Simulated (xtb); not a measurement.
cyclohexane (C6H12), singlet, geometry from GFN2-xTB; GFN1-xTB (xtb).

Here is a job for xtb.
```
$ xtb mol.xyz --gfn 1 --etemp 5000 --json

# file mol.xyz
18

C     -0.66197397     1.12297663    -0.67366385
C      0.75407601     1.25299157    -0.12037658
C      1.45787052    -0.10080089    -0.13252080
C      0.66197397    -1.12297663     0.67366385
C     -0.75407601    -1.25299157     0.12037658
C     -1.45787052     0.10080089     0.13252080
H     -0.61416414     0.80216226    -1.71711692
H     -1.16380661     2.09274194    -0.64468925
H      1.32141866     1.97319664    -0.71413349
H      0.70833863     1.62726918     0.90520925
H      1.55338037    -0.44915229    -1.16379724
H      2.46383348    -0.00147979     0.28135615
H      1.16380661    -2.09274194     0.64468925
H      0.61416414    -0.80216226     1.71711692
H     -1.32141866    -1.97319664     0.71413349
H     -0.70833863    -1.62726918    -0.90520925
H     -1.55338037     0.44915229     1.16379724
H     -2.46383348     0.00147979    -0.28135615
```

Output, abridged:

```
   ID    Z sym.   atoms
    1    6 C      1-6
    2    1 H      7-18

           -------------------------------------------------
          |                Calculation Setup                |
           -------------------------------------------------

           -------------------------------------------------
          |                 G F N 1 - x T B                 |
           -------------------------------------------------

          ...................................................
          :                      SETUP                      :
          :.................................................:
          :  # basis functions                  48          :
          :  # atomic orbitals                  48          :
          :  # shells                           36          :
          :  # electrons                        36          :
          :  # halogen bonds                     0          :
          :  max. iterations                   250          :
          :  Hamiltonian                  GFN1-xTB          :
          :  restarted?                      false          :
          :  GBSA solvation                  false          :
          :  PC potential                    false          :
          :  electronic temp.         5000.0000000     K    :
          :  accuracy                    1.0000000          :
          :  -> integral cutoff          0.2500000E+02      :
          :  -> integral neglect         0.1000000E-07      :
          :  -> SCF convergence          0.1000000E-05 Eh   :
          :  -> wf. convergence          0.2000000E-04 e    :
          :  Broyden damping             0.4000000          :
          :  net charge                          0          :
          :  unpaired electrons                  0          :
          ...................................................

 iter      E             dE          RMSdq      gap      omega  full diag
   1    -19.4173573 -0.194174E+02  0.806E+00    8.37       0.0  T
   2    -19.4525636 -0.352063E-01  0.493E+00    8.83       1.0  T
   3    -19.4527688 -0.205142E-03  0.469E-01    9.12       1.0  T
   4    -19.4542896 -0.152081E-02  0.221E-02    9.00       1.1  T
   5    -19.4542944 -0.482309E-05  0.658E-03    9.00       3.6  T
   6    -19.4542948 -0.368598E-06  0.317E-05    8.99     743.1  T
   7    -19.4542948 -0.124984E-10  0.590E-06    8.99    3991.7  T

   *** convergence criteria satisfied after 7 iterations ***

[...]
         :: total energy             -19.189544553933 Eh    ::
[...]
    12H     0.02350  0.07812   0.976  0.000  0.000
    13H     0.02350  0.07812   0.976  0.000  0.000
    14H     0.02283  0.07894   0.977  0.000  0.000
    15H     0.02350  0.07812   0.976  0.000  0.000
    16H     0.02283  0.07894   0.977  0.000  0.000
    17H     0.02283  0.07894   0.977  0.000  0.000
    18H     0.02350  0.07812   0.976  0.000  0.000

Wiberg/Mayer (AO) data.
largest (>0.10) Wiberg bond orders for each atom

 ---------------------------------------------------------------------------
     #   Z sym  total        # sym  WBO       # sym  WBO       # sym  WBO
 ---------------------------------------------------------------------------
     1   6 C    3.999 --     2 C    1.007     6 C    1.007     7 H    0.980
                             8 H    0.979
     2   6 C    3.999 --     3 C    1.007     1 C    1.007    10 H    0.980
                             9 H    0.979
     3   6 C    3.999 --     2 C    1.007     4 C    1.007    11 H    0.980
                            12 H    0.979
     4   6 C    3.999 --     5 C    1.007     3 C    1.007    14 H    0.980
                            13 H    0.979
     5   6 C    3.999 --     6 C    1.007     4 C    1.007    16 H    0.980
                            15 H    0.979
     6   6 C    3.999 --     5 C    1.007     1 C    1.007    17 H    0.980
                            18 H    0.979
     7   1 H    1.004 --     1 C    0.980
     8   1 H    1.007 --     1 C    0.979
     9   1 H    1.007 --     2 C    0.979
    10   1 H    1.004 --     2 C    0.980
    11   1 H    1.004 --     3 C    0.980
    12   1 H    1.007 --     3 C    0.979
    13   1 H    1.007 --     4 C    0.979
    14   1 H    1.004 --     4 C    0.980
    15   1 H    1.007 --     5 C    0.979
    16   1 H    1.004 --     5 C    0.980
    17   1 H    1.004 --     6 C    0.980
    18   1 H    1.007 --     6 C    0.979
 ---------------------------------------------------------------------------

Topologies differ in total number of bonds
Writing topology from bond orders to xtbtopo.mol

 dipole moment from electron density (au)
     X       Y       Z
  -0.0000   0.0000  -0.0000  total (Debye):    0.000

           -------------------------------------------------
          | TOTAL ENERGY              -19.189544553933 Eh   |
          | GRADIENT NORM               0.008195212047 Eh/α |
          | HOMO-LUMO GAP               8.993482973101 eV   |
           -------------------------------------------------

normal termination of xtb
```
